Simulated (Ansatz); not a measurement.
Geometry optimisation, RKS PBE0-D4/def2-SVP (Ansatz 0.2.0).

input.yaml

```yaml
crystal:
  periodic: [false, false, false]
  atoms:
    - { symbol: Sn, position_ang: [0.0, 0.0, 0.0] }
    - { symbol: Cl, position_ang: [0.0, 0.0, 2.76] }
    - { symbol: Cl, position_ang: [2.2726, 0.0, -0.8025] }
    - { symbol: Cl, position_ang: [-1.1351, 1.9666, -0.8025] }
    - { symbol: Cl, position_ang: [-1.1351, -1.9666, -0.8025] }
    - { symbol: "N", position_ang: [-2.2776, 0.0, 0.7568] }
    - { symbol: H, position_ang: [-2.9976, -0.6071, 0.2705] }
    - { symbol: H, position_ang: [-2.5634, 0.6071, 1.5773] }
    - { symbol: H, position_ang: [-1.5625, 0.0, 1.9842] }
basis:
  gaussian: { orbitals: def2-SVP }
hamiltonian:
  xc: pbe0
  dispersion: d4
relax:
  f_tol: 0.15
  max_steps: 25
  restrain:
    - { distance: [0, 5], at: 3.3, k: 30.0 }
    - { distance: [8, 1], at: 2.57, k: 30.0 }
    - { distance: [0, 1], at: 2.41, k: 30.0 }
    - { distance: [8, 5], at: 1.06, k: 30.0 }
```

Run as:

```bash
$ ansatz run input.yaml --threads 4 --pin off --max-ram 5120MiB --backend cpu --events-out ev --progress --plain --runs-dir out
```

Where does it end, and by what steps?

It converged. The restraints hold the end off the free minimum; the threshold counts their pulls, which the force column leaves out. Restrained pairs: Sn1–N6 (2.40 → 3.30 Å), Cl2–H9 (1.74 → 2.57 Å), Sn1–Cl2 (2.76 → 2.38 Å), N6–H9 (1.42 → 1.03 Å). After 10 steps the energy has fallen by 3.788 eV (the restraints' own energy left out); N6 moved furthest, 0.83 Å.

```tsv
step	energy less start (eV)	largest force component (eV/Å)	accepted
0	0.0000	3.920	yes
1	-0.3289	4.440	yes
2	-1.0799	5.324	yes
3	-2.4359	4.049	yes
4	-3.4737	1.498	yes
5	-3.7405	0.752	yes
6	-3.7760	0.798	yes
7	-3.7858	0.781	yes
8	-3.7418	1.062	no
9	-3.7852	0.755	yes
10	-3.7884	0.782	yes
```

```xyz
9
Properties=species:S:1:pos:R:3
Sn 0.153 0.022 0.009
Cl 0.424 -0.152 2.372
Cl 2.311 0.050 -0.841
Cl -0.815 2.029 -0.648
Cl -0.871 -1.842 -0.926
N -2.861 -0.031 1.347
H -2.844 -0.789 0.674
H -2.768 0.869 0.888
H -2.129 -0.156 2.066
```

Run time: 34 s on 4 threads of Arm Neoverse V1, on a shared host, peak memory 0.39 GiB.
